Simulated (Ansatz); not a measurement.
System: C5H6S, net charge 0, singlet state. 
Coordinates optimised at B3LYP-D3(BJ)/def2-TZVP (Ansatz, a first-principles code):
```xyz
12

C     -2.2699    -0.0970    -0.0421
C     -0.7851    -0.1672     0.1103
C     -0.0546    -0.9890     0.9212
C      1.3509    -0.7886     0.8161
C      1.6750     0.1876    -0.0773
S      0.2663     0.8686    -0.7962
H     -2.6587     0.8896     0.2198
H     -2.7418    -0.8285     0.6140
H     -2.5835    -0.3123    -1.0661
H     -0.5118    -1.7181     1.5759
H      2.0842    -1.3465     1.3804
H      2.6534     0.5441    -0.3533
```

Property: vertical triplet-singlet gap (E(triplet) - E(singlet); each state is the SCF solution reached for its spin; for the triplet the Hartree-Fock reference is unstable and T1 is 0.019; for the singlet the Hartree-Fock reference is unstable and T1 is 0.012), in kcal/mol. Correlated levels leave the core frozen unless marked. UHF or UKS for open shells. Spin-orbit coupling is left out. Non-relativistic. 

| level | program | vertical triplet-singlet gap (kcal/mol) |
|---|---|---|
| HF/aug-cc-pV(Q+d)Z | Ansatz | 65.7 |
| RI-HF/aug-cc-pV(T+d)Z | Ansatz | 65.8 |
| SVWN5/def2-TZVPD | Ansatz | 90.2 |
| PBE/def2-TZVPD | Ansatz | 85.8 |
| r2SCAN/def2-TZVPD | Ansatz | 82.3 |
| B3LYP/def2-TZVPD | Ansatz | 85.3 |
| PBE0/def2-TZVPD | Ansatz | 84.4 |
| BHLYP/def2-TZVPD | Ansatz | 82.5 |
| CAM-B3LYP/def2-TZVPD | Ansatz | 85.2 |
| wB97M-V/def2-TZVPD | Ansatz | 89.6 |
| wB97X-V/def2-TZVPD | Ansatz | 88.0 |
| B2PLYP/def2-TZVPD | Ansatz | 89.4 |
| RI-MP2/aug-cc-pV(T+d)Z | Ansatz | 107.8 |
| RI-MP2/aug-cc-pV(Q+d)Z | Ansatz | 108.3 |
| CCSD/aug-cc-pV(D+d)Z | Ansatz | 87.5 |
| CCSD/aug-cc-pV(T+d)Z | Ansatz | 86.7 |
| CCSD(T)/aug-cc-pV(D+d)Z | Ansatz | 89.7 |
| CCSD(T)/aug-cc-pV(T+d)Z | Ansatz | 89.3 |
